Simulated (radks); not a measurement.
Results of a calculation; reference values are marked as such.
Zn, 30 electrons, occupied as [Ar] 3d10 4s2.

Level of theory: scalar-relativistic Kohn-Sham, revPBE, spin-unpolarised, spherical densities, point nucleus (a radial shooting solver on a logarithmic mesh with Libxc functionals).

Energy parts (hartree):
part                       energy
total                 -1796.17197
kinetic                1824.77952
electron-nucleus      -4328.05726
Hartree                 778.77473
exchange-correlation    -71.66895

Orbitals (lengths in bohr, moments of r in powers of bohr; <r^-3> diverges for s and p1/2; r(max) is where P^2 peaks):
1s: occ. 2; eigenvalue (hartree) -350.0901; <r^4> 0.00002982; r(max) 0.03291
2s: occ. 2; eigenvalue (hartree) -42.57168; <r^4> 0.006322; r(max) 0.1892
2p: occ. 6; eigenvalue (hartree) -36.89328; <r^4> 0.004689; <r^-3> 794.6; r(max) 0.1521
3s: occ. 2; eigenvalue (hartree) -4.75069; <r^4> 0.4688; r(max) 0.5880
3p: occ. 6; eigenvalue (hartree) -3.06436; <r^4> 0.6429; <r^-3> 102.7; r(max) 0.5923
3d: occ. 10; eigenvalue (hartree) -0.37034; <r^4> 4.041; <r^-3> 9.445; r(max) 0.5667
4s: occ. 2; eigenvalue (hartree) -0.21674; <r^4> 127.5; r(max) 2.096
4p: occ. 0; eigenvalue (hartree) -0.03998; <r^4> 1343; <r^-3> 1.891; r(max) 3.096

The highest occupied level is 4s at -5.898 eV. For comparison, the ionisation energy in NIST's Atomic Spectra Database is 9.394 eV (measured). In exact Kohn-Sham theory the highest level is minus the ionisation energy, but local and semilocal functionals leave it too shallow, through self-interaction and a potential that decays too fast; potentials with the right tail come closer. Summed over all electrons, <r^2> = 33.10 bohr^2, which gives a Langevin (diamagnetic) susceptibility term of -26.2 x 10^-6 cm^3/mol. The density falls to 0.001 e/bohr^3 at r = 4.18 bohr.
